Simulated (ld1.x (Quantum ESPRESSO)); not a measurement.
## thallium (Tl), TM: configuration errors across variants

```
Element                 : thallium (Tl)
Generator               : ld1.x (Quantum ESPRESSO) 7.5
Type                    : norm-conserving Troullier–Martins (Kleinman–Bylander form)
Functional              : PBE
Relativity              : fully relativistic
Frozen core             : [Xe] 4f14 5d10
Valence charge          : 3
Reference configuration : 6s1.5 6p1.5
Partial waves           : 6p (bound): rc 2.60 bohr; 6s (bound): rc 2.25 bohr
Local potential         : the s channel
Core correction         : none
```

Open shells are filled in proportion to 2j + 1 (rel_dist='average').

All-electron excitation energies from the reference (eV): (1) 6s2 6p1 -3.589; (2) 6s2 6p0 1.684; (3) 6s1 6p0 22.469; (4) 6s2 6p0.5 -1.688; (5) 6s0 6p3 11.365; (6) 6s1 6p1 9.833; (7) 6s2 6p1.3 -4.108.

3 further variants failed, have other tests or another functional or relativity, and are left out.

The file “local potential the p channel” misses its own reference levels by 0.8 eV.

Errors AE − PS in meV (a dash: test not solved or not reliable):

```csv
change,(1),(2),(3),(4),(5),(6),(7),bound ghosts
base,+7.6,+92,+154,+34,+116,+4.4,+1.3,none
core correction a·sin(br)/r model core inside 1.70 bohr,-12,-12,-270,-5.6,-106,-64,-16,none
wave 6p (bound): rc 2.60 bohr becomes 6p (bound): rc 2.10 bohr,+9.0,+95,+150,+36,+145,+5.1,+2.6,none
"all radii scaled by about 1.10 (s 2.46, p 2.86 bohr)",+7.1,+91,+152,+34,+108,+3.8,+1.0,none
local potential the p channel,+43,+206,+285,+106,+9.8,+45,+15,none
core correction a·sin(br)/r model core inside 1.00 bohr,-12,-12,-269,-5.5,-105,-64,-16,none
```

Q: Give the same row for: wave 6s (bound): rc 2.25 bohr becomes 6s (bound): rc 1.70 bohr.

A: +7.2, +92, +158, +34, +120, +3.9, +1.0; bound ghosts: none.
